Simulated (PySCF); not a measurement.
One of the candidates below gave these computed data.

All candidates are C9H16O.

| technique | computed result |
| --- | --- |
| 1H NMR | chemical shifts (computed TMS as zero) by class: 2.39 (2 H), 2.36 (2 H), 2.16 (1 H), 1.98 (2 H), 1.75 (2 H), 1.74 (2 H), 1.09 (3 H), 0.75 (2 H) ppm [GIAO PBE0/pcSseg-1] |
| 13C NMR | chemical shifts (computed TMS as zero) by class: 215.5 (1 C), 51.9 (1 C), 39.9 (1 C), 39.3 (1 C), 36.3 (2 C), 26.2 (2 C), 9.6 (1 C) ppm [GIAO PBE0/pcSseg-1] |
| Rotational structure | rotational constants A, B, C: 3.742, 0.588, 0.546 GHz [GFN2-xTB] |
| Dipole | 2.50 D [PBE0/pcSseg-1] |
| NMR, other nuclei | isotropic shieldings of nuclei other than C and H, by class: -314 (1 O) ppm [GIAO PBE0/pcSseg-1] |

Gas-phase values; electronic properties from PySCF, density fitting. Levels stand in brackets. The structure is a single GFN2-xTB conformer in the gas phase; no vibrational or solvent corrections. NMR classes are plain means over equivalent atoms (diastereotopic ones count apart unless rotation or inversion swaps them), as if these changed places fast.

Task: Which candidate is it?
A. `CO[C@@H]1C[C@H]2C[C@@H]1[C@H](C)C2`
B. `CCC(=O)CC1CCCC1`
C. `CC(C)(C)[C@H]1C=COCC1`
D. `CO[C@@H]1CC[C@H]2CC[C@@H]1C2`

Result: B. It is `CCC(=O)CC1CCCC1`. Numbering: `[CH3:1][CH2:2][C:3](=[O:4])[CH2:5][CH:6]1[CH2:7][CH2:8][CH2:9][CH2:10]1`. Its formula, C9H16O, gives 2 degrees of unsaturation: 1 ring and 1 π bond in the structure found. 9 carbons fall into 7 classes; from least to most shielded: ketone carbonyl carbon [C3] (215.5 ppm), sp3 carbon next to a carbonyl [C5] (51.9 ppm), sp3 carbon next to a carbonyl [C2] (39.9 ppm), sp3 CH carbon [C6] (39.3 ppm), ring CH2 carbon [C7/C10] (36.3 ppm, 2 C), ring CH2 carbon [C8/C9] (26.2 ppm, 2 C), methyl carbon [C1] (9.6 ppm). Hydrogen classes from least to most shielded: 2 H on an sp3 carbon next to a carbonyl, C2 (2.39 ppm), 2 H on an sp3 carbon next to a carbonyl, C5 (2.36 ppm, a mean of values up to 0.6 ppm apart in this geometry), 1 H on an sp3 CH carbon, C6 (2.16 ppm), 2 H on 2 ring CH2 carbons, C7/C10 (1.98 ppm, a mean of values up to 0.7 ppm apart in this geometry), 2 H on 2 ring CH2 carbons, C8/C9 (1.75 ppm), 2 H on 2 ring CH2 carbons, C8/C9 (1.74 ppm), 3 H on a methyl carbon, C1 (1.09 ppm), 2 H on 2 ring CH2 carbons, C7/C10 (0.75 ppm). The other shieldings belong to: -314 ppm, ketone oxygen [O4]. The optimised geometry has point group C1 and is an asymmetric top.

The others, at the same levels:
- `CO[C@@H]1C[C@H]2C[C@@H]1[C@H](C)C2` fails: it has 9 carbon classes against 7; its computed 13C shifts are 85.8 (1 C), 59.0 (1 C), 47.3 (1 C), 42.3 (1 C), 40.5 (1 C), 40.5 (1 C), 35.7 (1 C), 27.5 (1 C), 23.5 (1 C) ppm, 1H shifts are 3.63 (1 H), 3.37 (3 H), 2.19 (1 H), 1.97 (1 H), 1.96 (1 H), 1.90 (1 H), 1.54 (1 H), 1.31 (1 H), 1.02 (1 H), 1.01 (1 H), 0.99 (1 H), 0.97 (3 H) ppm and rotational constant A is 1.888 GHz (against 3.742 GHz).
- `CO[C@@H]1CC[C@H]2CC[C@@H]1C2` fails: it has 9 carbon classes against 7; its computed 13C shifts are 84.5 (1 C), 58.1 (1 C), 38.6 (1 C), 38.4 (1 C), 34.0 (1 C), 33.0 (1 C), 30.1 (1 C), 29.8 (1 C), 29.3 (1 C) ppm, 1H shifts are 3.50 (3 H), 3.08 (1 H), 2.37 (1 H), 2.03 (1 H), 1.97 (1 H), 1.82 (1 H), 1.79 (1 H), 1.78 (1 H), 1.55 (1 H), 1.53 (1 H), 1.47 (1 H), 1.30 (1 H), 1.22 (1 H), 1.14 (1 H) ppm and rotational constant A is 2.342 GHz (against 3.742 GHz).
- `CC(C)(C)[C@H]1C=COCC1` fails: its computed 13C shifts are 152.7 (1 C), 107.5 (1 C), 68.5 (1 C), 44.8 (1 C), 34.2 (1 C), 28.3 (3 C), 28.0 (1 C) ppm, 1H shifts are 6.60 (1 H), 4.82 (1 H), 4.34 (1 H), 4.01 (1 H), 2.05 (1 H), 1.63 (1 H), 1.50 (1 H), 0.93 (9 H) ppm and rotational constant A is 2.473 GHz (against 3.742 GHz).
